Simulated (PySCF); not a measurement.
CCl2, SMILES Cl[C]Cl (connectivity only; charge and spin as stated), neutral, multiplicity 1. Atoms are numbered in the order given.

```xyz
3

Cl     0.0000    -1.3947     0.1479
C      0.0000     0.0000    -0.8381
Cl     0.0000     1.3947     0.1479
```
Charge 0, spin multiplicity 1.

Geometry optimised at PBE0-D3(BJ)/def2-TZVP. The isomer is the one that the SMILES or the coordinates give; other isomers of the formula were not compared.

Method: KT2/pcSseg-2 run with PySCF.

GIAO shieldings, no solvent; atoms alike by connectivity are averaged. δ = σ(ref) − σ: ³⁵Cl against HCl (σ = 945.0 ppm); ¹³C against TMS (σ = 184.2 ppm), references at their B3LYP-D3(BJ)/def2-TZVP geometries, non-relativistic (without spin–orbit terms, shifts of atoms bonded to Cl or Br come out too high).

```
nucleus     atoms  count  δ (ppm)
-------  --------  -----  -------
³⁵Cl     Cl1, Cl3      2   1102.1
¹³C            C2      1    522.9
```
